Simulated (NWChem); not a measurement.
System: CH3BF2S; SMILES CSB(F)F

```xyz
8

B      0.0306    -0.8442     0.0000
F     -0.6921    -1.9635     0.0000
F      1.3620    -0.9508     0.0000
S     -0.8047     0.7549     0.0000
C      0.6322     1.8950     0.0000
H      1.2511     1.7508     0.9045
H      0.2191     2.9203     0.0000
H      1.2511     1.7508    -0.9045
```
Atoms are numbered in this order, from 1.

Level: PBE-D3(BJ)/def2-SVP (NWChem), optimised geometry, unscaled harmonic frequencies. 

```
frequency (cm⁻¹)  IR intensity (km/mol)
----------------  ---------------------
71                                  0.1
116                                 0.9
174                                 2.5
349                                 1.0
411                                 4.3
554                                24.0
657                                12.2
707                                 3.6
931                                 5.2
951                                 7.1
1207                              410.2
1290                               19.3
1375                              204.8
1400                                8.4
1405                               35.1
3000                               12.0
3113                                1.4
3115                                1.0
```

* **zero-point energy**: 29.8 kcal/mol
* **thermal correction to the enthalpy at 298.15 K (with zero-point energy)**: 34.2 kcal/mol
* **heat capacity Cv**: 19.2 cal/(mol K)
* **entropy at 298.15 K and 1 atm (symmetry number 1)**: 79.4 cal/(mol K)
* **dipole moment**: 1.98 D

Rigid rotor and harmonic oscillator; modes under 100 cm⁻¹ make the entropy uncertain.
